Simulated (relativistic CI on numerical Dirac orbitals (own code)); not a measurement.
## d3 in a ligand field

Computed with a parametric ligand-field model of a d^n configuration (Racah B and C, spin-orbit zeta, crystal field), exact diagonalisation.

Field parameters in Wybourne normalisation: Oh B⁴₀ = 21Dq, B⁴₄ = √(5/14) B⁴₀. The field is a parameter set, without covalency.

B = 340 cm⁻¹, C = 1340 cm⁻¹ (C/B = 3.94), Oh, no spin-orbit coupling. Tanabe-Sugano data, E/B above the lowest term (Δ = |10Dq|; b, c mark the second and third term of a kind):

| Δ/B | 4A2 | 4T2 | 4T1 | 4T1(b) | 2E | 2T1 | 2T2 |
| --- | --- | --- | --- | --- | --- | --- | --- |
| 1.0 | 0.00 | 1.00 | 1.79 | 16.21 | 16.72 | 16.79 | 17.17 |
| 3.0 | 0.00 | 3.00 | 5.29 | 18.71 | 17.56 | 18.02 | 19.63 |
| 5.0 | 0.00 | 5.00 | 8.68 | 21.32 | 17.96 | 18.68 | 21.77 |
| 7.0 | 0.00 | 7.00 | 11.92 | 24.08 | 18.21 | 19.06 | 23.49 |
| 9.0 | 0.00 | 9.00 | 15.00 | 27.00 | 18.40 | 19.32 | 24.74 |
| 11.0 | 0.00 | 11.00 | 17.92 | 30.08 | 18.55 | 19.50 | 25.65 |
| 13.0 | 0.00 | 13.00 | 20.68 | 33.32 | 18.67 | 19.64 | 26.38 |
| 15.0 | 0.00 | 15.00 | 23.29 | 36.71 | 18.78 | 19.75 | 26.99 |
| 17.0 | 0.00 | 17.00 | 25.79 | 40.21 | 18.88 | 19.84 | 27.53 |
| 19.0 | 0.00 | 19.00 | 28.19 | 43.81 | 18.96 | 19.92 | 28.00 |
| 21.0 | 0.00 | 21.00 | 30.51 | 47.49 | 19.04 | 19.99 | 28.42 |
| 23.0 | 0.00 | 23.00 | 32.78 | 51.22 | 19.11 | 20.04 | 28.79 |
| 25.0 | 0.00 | 25.00 | 35.00 | 55.00 | 19.18 | 20.09 | 29.13 |
| 27.0 | 0.00 | 27.00 | 37.18 | 58.82 | 19.24 | 20.13 | 29.43 |
| 29.0 | 0.00 | 29.00 | 39.34 | 62.66 | 19.29 | 20.17 | 29.70 |
| 31.0 | 0.00 | 31.00 | 41.47 | 66.53 | 19.34 | 20.20 | 29.95 |
| 33.0 | 0.00 | 33.00 | 43.58 | 70.42 | 19.39 | 20.24 | 30.18 |
| 35.0 | 0.00 | 35.00 | 45.68 | 74.32 | 19.44 | 20.26 | 30.39 |
| 37.0 | 0.00 | 37.00 | 47.77 | 78.23 | 19.48 | 20.29 | 30.58 |
| 39.0 | 0.00 | 39.00 | 49.84 | 82.16 | 19.52 | 20.31 | 30.75 |
| 41.0 | 0.00 | 41.00 | 51.91 | 86.09 | 19.55 | 20.33 | 30.92 |
| 43.0 | 0.00 | 43.00 | 53.97 | 90.03 | 19.59 | 20.35 | 31.07 |
| 45.0 | 0.00 | 45.00 | 56.03 | 93.97 | 19.62 | 20.37 | 31.21 |
| 47.0 | 0.00 | 47.00 | 58.08 | 97.92 | 19.65 | 20.39 | 31.33 |

The ground term stays 4A2.
